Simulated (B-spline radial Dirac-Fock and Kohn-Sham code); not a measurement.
Relativistic shifts of the levels of As

System: atomic arsenic, [Ar] 3d10 4s2 4p3.

Both columns are ΔSCF binding energies of the configuration average from a radial finite-basis atomic code: non-relativistic Hartree-Fock with a point nucleus, and Dirac-Fock with a finite nucleus and the Coulomb interaction alone, averaged over the two j levels with weights 2j+1.

```tsv
shell	Hartree-Fock (eV)	Dirac-Fock (eV)	shift (eV)	shift (%)
1s	11720.7	11899.5	+178.85	+1.53
2s	1506.4	1546.5	+40.03	+2.66
3s	210.8	217.3	+6.53	+3.10
3d	50.06	48.83	-1.23	-2.45
4s	17.98	18.43	+0.45	+2.50
4p	8.39	8.36	-0.03	-0.39
```

Relativity binds 1s, 2s, 3s, 4s more strongly, among those listed most of all 3s in relative terms, and 3d, 4p more weakly.

Values without a named source are computed, but for edge energies of neutral atoms, which are taken from tables.
